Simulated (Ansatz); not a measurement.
Mulliken charges of BH$_{3}$Te, SMILES `B[TeH]` from r2SCAN/def2-TZVPP in Ansatz (PBE0-D4/def2-TZVP geometry).

```json
{"atom": "B1", "x (Å)": "-0.074", "y (Å)": "-0.724", "z (Å)": "0.109", "charge (e)": "-0.179"}
{"atom": "Te2", "x (Å)": "1.048", "y (Å)": "0.985", "z (Å)": "-0.365", "charge (e)": "0.160"}
{"atom": "H3", "x (Å)": "-1.237", "y (Å)": "-0.640", "z (Å)": "0.340", "charge (e)": "0.024"}
{"atom": "H4", "x (Å)": "0.522", "y (Å)": "-1.756", "z (Å)": "0.129", "charge (e)": "0.017"}
{"atom": "H5", "x (Å)": "-0.209", "y (Å)": "2.061", "z (Å)": "-0.253", "charge (e)": "-0.022"}
```

Task: By hand: the dipole of these point charges (1 e Å = 4.8032 D).

Result: Σ q r = (0.165, 0.197, -0.062) e Å, of length 0.264 e Å = 1.27 D.

Task: How does the dipole of the full density compare? (Estimate.)

Result: The calculation gave: (0.013, 0.107, -0.018) e Å, 0.52 D; the point charges give 2.44 times that, at 33° from its direction.

Point charges leave out the atoms' own dipoles, such as those of lone pairs, and Mulliken's split depends on the basis, so the two needn't agree.
